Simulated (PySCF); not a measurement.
## Copper: a sound run and one with changed settings

Sound run: Cu [Ar] 3d10 4s1, Cu+ [Ar] 3d10. Calculation: PySCF 2.14, in x2c-SVPall; scalar relativity by spin-free X2C-1e. The sound run starts from symmetry-adapted Hartree-Fock orbitals and uses a fine grid where one is needed.

Changed run: 26 angular points. This setting is unsound on purpose.

| species | method | sound run (hartree) | changed run (hartree) | converged |
| --- | --- | --- | --- | --- |
| Cu | UHF | -1652.84070 | -1652.84070 | yes |
| Cu | M06-L | -1654.37294 | -1654.37294 | yes |
| Cu | LDA | -1651.59065 | -1651.59065 | yes |
| Cu+ | UHF | -1652.59959 | -1652.59959 | yes |
| Cu+ | M06-L | -1654.08584 | -1654.08584 | yes |
| Cu+ | LDA | -1651.27852 | -1651.27852 | yes |

Ionisation energy of Cu:

| method | sound run (eV) | changed run (eV) |
| --- | --- | --- |
| UHF | 6.561 | 6.561 |
| M06-L | 7.812 | 7.812 |
| LDA | 8.493 | 8.493 |

Here the setting changes nothing at the digits shown.

For comparison, NIST gives 7.726 eV between the lowest levels.
